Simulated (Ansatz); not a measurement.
`C[OH+][In-]([CH3])([Cl])[Cl]` from Hartree–Fock to CCSD(T)

Cartesian coordinates in Å:
```
C 1.044 -0.766 -1.827
O 0.450 0.331 -1.125
In 0.107 0.341 1.167
C -1.990 0.318 1.527
Cl 1.358 2.353 1.060
Cl 1.520 -1.481 1.613
H 2.005 -1.040 -1.387
H 1.161 -0.507 -2.880
H 0.361 -1.608 -1.736
H 1.020 1.111 -1.186
H -2.379 -0.684 1.354
H -2.182 0.606 2.560
H -2.475 1.028 0.858
```

Charge 0, multiplicity 1. Correlated methods include outer-core shells of In, which these sets cover unevenly. In: def2 effective core potential. Geometry: relaxed with PBE0-D4/def2-TZVP. It is one conformer, not always the lowest. Frozen core, restricted reference, the Gaussian-basis code of Ansatz.

| basis | HF (Eh) | MP2 corr. | CCSD corr. | (T) | CCSD(T) total |
| --- | --- | --- | --- | --- | --- |
| def2-SVP | -1262.60299 | ? | ? | -0.02173 | ? |
| def2-TZVPP | -1263.10400 | ? | – | – | – |
| def2-QZVPP | ? | -1.54265 | – | – | – |

Fill in the withheld values. (An estimate is asked.)

Computed: def2-SVP MP2 corr.: -0.83466; def2-SVP CCSD corr.: -0.90129; def2-SVP CCSD(T) total: -1263.52601; def2-TZVPP MP2 corr.: -1.27019; def2-QZVPP HF (Eh): -1263.13837.
